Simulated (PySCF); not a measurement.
**Correlation energy of C⁺ (carbon, charge +1)**

[He] 2s2 3s1, 2S determinant (an excited configuration). All numbers are calculated (PySCF 2.14, the non-relativistic Hamiltonian (point nucleus), in dyall-acv3z). Frozen: 1s2; 3 electrons correlated; the 18 highest virtual orbitals of each spin left out.

```tsv
level	correlation energy (mhartree)
CCSD	-73.16
(T)	-4.39
CCSD(T)	-77.55
```

Diagnostics: T1 = 0.0077, D1 = 0.0183, largest double amplitude 0.259.

**Question.** Is a single reference adequate?

**Answer.** Not fully. The outer electron is Rydberg-like, and this basis confines it to a smaller radius and binds it less than a complete one would. A double-excitation amplitude exceeds 0.15, a sign of near-degeneracy.
